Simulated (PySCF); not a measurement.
Level of theory: PySCF with PBE-D3(BJ)/def2-TZVP // PBE0-D3(BJ)/def2-SVP. Gas-phase values, no solvent. One relaxed conformer stands for a flexible species; it need not be the lowest. Excitations are Tamm–Dancoff values on a coarser integration grid. The basis has no diffuse functions, so Rydberg states are missing or too high.

Reference species (SMILES): `Bc1cc(S)co1` (neutral, multiplicity 1).

```yaml
HOMO–LUMO gap: 3.06 eV
brightest of the four lowest singlets (TDA): 4.68 eV
```

Changed species: `Bc1ccc(S)o1`.

Question: Predict the effect on the HOMO–LUMO gap and brightest of the four lowest singlets (TDA).

Answer: the HOMO–LUMO gap falls by 0.08 eV, to 2.98 eV; the brightest of the four lowest singlets (TDA) falls by 0.51 eV, to 4.17 eV.
